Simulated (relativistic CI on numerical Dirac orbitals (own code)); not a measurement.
**Level scheme of Xe XXIX**

Method of calculation: Dirac-Coulomb-Breit CI, orbitals from a KLI potential per configuration, model QED (radiative potential, 1s self-energy scaled to tabulated hydrogen-like ionisation energies), unscaled Slater integrals (own radial code, finite nucleus).

Configurations in the expansion (outside the closed core [Ne]): 3s2.3p6.3d8, 3s2.3p5.3d9, 3s2.3p4.3d10, 3s.3p6.3d9, 3p6.3d10, 3s.3p5.3d10, 3s2.3p6.3d7.4s, 3s2.3p6.3d7.4p, 3s2.3p6.3d7.4d, 3s2.3p4.3d9.4s, 3s2.3p6.3d7.4f, 3s2.3p5.3d8.4s, 3s2.3p4.3d9.4p, 3s2.3p5.3d8.4p, 3s2.3p6.3d6.4s2, 3s2.3p4.3d9.4d. Levels of other configurations are missing.

The lowest level is 3s2.3p6.3d8 3F_4, with 94 % of that term; Hund's rules for 3s2.3p6.3d8 give 3F with J = 4, in agreement.

| No. | Configuration | Term | J | E (eV) | % | Landé g | Lifetime (s) | jj configuration (%) |
| --- | --- | --- | --- | --- | --- | --- | --- | --- |
| 1 | 3s2.3p6.3d8 | 3F | 4 | 0.000 | 94 | 1.231 |  | 3d5/2^4 (95) |
| 2 | 3s2.3p6.3d8 | 1D | 2 | 5.835 | 51 | 1.104 | 3.65e+01 | 3d5/2^4 (97) |
| 3 | 3s2.3p6.3d8 | 3F | 3 | 12.612 | 100 | 1.078 | 3.80e-05 | 3d3/2^3 3d5/2^5 (100) |
| 4 | 3s2.3p6.3d8 | 3P | 0 | 16.117 | 72 |  | 3.69e-01 | 3d5/2^4 (89) |
| 5 | 3s2.3p6.3d8 | 3P | 2 | 18.219 | 53 | 1.117 | 6.48e-05 | 3d3/2^3 3d5/2^5 (90) |
| 6 | 3s2.3p6.3d8 | 3P | 1 | 21.740 | 100 | 1.496 | 5.94e-05 | 3d3/2^3 3d5/2^5 (100) |
| 7 | 3s2.3p6.3d8 | 1G | 4 | 23.325 | 94 | 1.010 | 7.57e-05 | 3d3/2^3 3d5/2^5 (95) |
| 8 | 3s2.3p6.3d8 | 1D | 2 | 29.912 | 44 | 0.931 | 1.94e-05 | 3d3/2^2 3d5/2^6 (92) |
| 9 | 3s2.3p6.3d8 | 1S | 0 | 46.706 | 72 |  | 8.27e-06 | 3d3/2^2 3d5/2^6 (89) |
| 10 | 3s2.3p5.3d9 | 3F° | 4 | 243.677 | 100 | 1.245 | 3.87e-12 | 3p3/2^3 3d5/2^5 (100) |
| 11 | 3s2.3p5.3d9 | 1D° | 2 | 249.169 | 65 | 1.091 | 2.14e-12 | 3p3/2^3 3d5/2^5 (92) |
| 12 | 3s2.3p5.3d9 | 3D° | 3 | 257.817 | 67 | 1.245 | 1.27e-12 | 3p3/2^3 3d5/2^5 (70) |
| 13 | 3s2.3p5.3d9 | 3P° | 1 | 265.650 | 76 | 1.374 | 1.51e-12 | 3p3/2^3 3d5/2^5 (74) |
| 14 | 3s2.3p5.3d9 | 3D° | 2 | 267.344 | 55 | 1.144 | 1.34e-12 | 3p3/2^3 3d3/2^3 3d5/2^6 (91) |
| 15 | 3s2.3p5.3d9 | 3P° | 0 | 270.875 | 100 |  | 1.63e-12 | 3p3/2^3 3d3/2^3 3d5/2^6 (100) |
| 16 | 3s2.3p5.3d9 | 3F° | 3 | 273.454 | 48 | 1.085 | 1.28e-12 | 3p3/2^3 3d3/2^3 3d5/2^6 (62) |
| 17 | 3s2.3p5.3d9 | 3D° | 1 | 274.345 | 59 | 0.752 | 1.10e-12 | 3p3/2^3 3d3/2^3 3d5/2^6 (75) |
| 18 | 3s2.3p5.3d9 | 3P° | 2 | 321.695 | 50 | 1.308 | 8.00e-13 | 3p1/2 3p3/2^4 3d5/2^5 (99) |
| 19 | 3s2.3p5.3d9 | 3F° | 2 | 324.347 | 73 | 0.771 | 1.66e-12 | 3p1/2 3p3/2^4 3d3/2^3 3d5/2^6 (99) |
| 20 | 3s2.3p5.3d9 | 1F° | 3 | 330.487 | 61 | 1.072 | 5.80e-13 | 3p1/2 3p3/2^4 3d5/2^5 (91) |
| 21 | 3s2.3p5.3d9 | 1P° | 1 | 345.343 | 45 | 0.860 | 6.72e-13 | 3p1/2 3p3/2^4 3d3/2^3 3d5/2^6 (98) |
| 22 | 3s.3p6.3d9 | 3D | 3 | 461.156 | 100 | 1.329 | 1.49e-12 | 3s 3d5/2^5 (100) |
| 23 | 3s.3p6.3d9 | 3D | 2 | 464.454 | 61 | 1.101 | 1.66e-12 | 3s 3d5/2^5 (91) |
| 24 | 3s.3p6.3d9 | 3D | 1 | 475.101 | 100 | 0.494 | 1.55e-12 | 3s 3d3/2^3 3d5/2^6 (100) |
| 25 | 3s.3p6.3d9 | 1D | 2 | 477.228 | 51 | 1.071 | 1.84e-12 | 3s 3d3/2^3 3d5/2^6 (87) |
| 26 | 3s2.3p4.3d10 | 3P | 2 | 515.198 | 74 | 1.365 | 5.91e-13 | 3p3/2^2 (87) |
| 27 | 3s2.3p4.3d10 | 1S | 0 | 523.205 | 57 |  | 6.19e-13 | 3p3/2^2 (98) |
| 28 | 3s2.3p4.3d10 | 3P | 1 | 574.182 | 100 | 1.496 | 4.60e-13 | 3p1/2 3p3/2^3 (100) |
| 29 | 3s2.3p4.3d10 | 1D | 2 | 585.813 | 73 | 1.109 | 4.19e-13 | 3p1/2 3p3/2^3 (94) |
| 30 | 3s2.3p4.3d10 | 3P | 0 | 649.290 | 58 |  | 3.65e-13 | 3p3/2^4 (98) |
| 31 | 3s2.3p6.3d7.4s | 5F | 5 | 652.031 | 78 | 1.349 | 6.10e-09 | 3d5/2^3 4s (89) |
| 32 | 3s2.3p6.3d7.4s | 3F | 4 | 654.627 | 52 | 1.203 | 8.16e-10 | 3d5/2^3 4s (91) |
| 33 | 3s2.3p6.3d7.4s | 3P | 2 | 661.161 | 48 | 1.418 | 8.92e-10 | 3d5/2^3 4s (94) |
| 34 | 3s2.3p6.3d7.4s | 3D | 1 | 661.874 | 28 | 0.898 | 7.40e-10 | 3d5/2^3 4s (91) |
| 35 | 3s2.3p6.3d7.4s | 3D | 3 | 662.615 | 36 | 1.353 | 6.22e-10 | 3d5/2^3 4s (72) |
| 36 | 3s2.3p6.3d7.4s | 5F | 2 | 663.945 | 28 | 1.092 | 4.58e-10 | 3d5/2^3 4s (74) |
| 37 | 3s2.3p6.3d7.4s | 5F | 4 | 664.755 | 71 | 1.299 | 2.10e-09 | 3d3/2^3 3d5/2^4 4s (93) |
| 38 | 3s2.3p6.3d7.4s | 3F | 3 | 666.351 | 52 | 1.159 | 8.61e-10 | 3d3/2^3 3d5/2^4 4s (87) |
| 39 | 3s2.3p6.3d7.4s | 5F | 1 | 670.863 | 44 | 0.872 | 1.16e-09 | 3d3/2^3 3d5/2^4 4s (87) |
| 40 | 3s2.3p6.3d7.4s | 3G | 5 | 671.089 | 51 | 1.183 | 2.07e-09 | 3d3/2^3 3d5/2^4 4s (86) |
| 41 | 3s2.3p6.3d7.4s | 5P | 3 | 671.423 | 58 | 1.451 | 2.16e-09 | 3d3/2^3 3d5/2^4 4s (87) |
| 42 | 3s2.3p6.3d7.4s | 3F | 2 | 671.515 | 30 | 1.152 | 6.71e-10 | 3d3/2^3 3d5/2^4 4s (90) |
| 43 | 3s2.3p6.3d7.4s | 3H | 4 | 672.087 | 32 | 1.007 | 1.11e-09 | 3d3/2^3 3d5/2^4 4s (91) |
| 44 | 3s2.3p6.3d7.4s | 3P | 2 | 673.682 | 56 | 1.328 | 5.90e-10 | 3d3/2^3 3d5/2^4 4s (76) |
| 45 | 3s2.3p6.3d7.4s | 5P | 1 | 674.372 | 41 | 1.749 | 8.35e-10 | 3d3/2^3 3d5/2^4 4s (95) |

Energies count from the lowest computed level; ° marks odd parity; lifetimes are radiative, by E1, M1, E2, M2 decay to levels of this space only. Filled j subshells are mostly left out of the jj labels.

The mean weight of the leading LS term, summed over parents, in these 45 levels is 64 %, and that of the leading jj configuration (from the same eigenvectors) 90 %, so jj coupling describes them better and the LS labels are nominal.

At this charge energies of transitions that change n are usually good to better than 1 %, and those within a shell (Δn = 0) to a few per cent. Terms inside the open d or f shell come out 10 to 20 % too wide with unscaled integrals.

LS names give the leading component of a level, which can be under half, so a name can repeat, a term be missing and a line seem to break the LS rules.
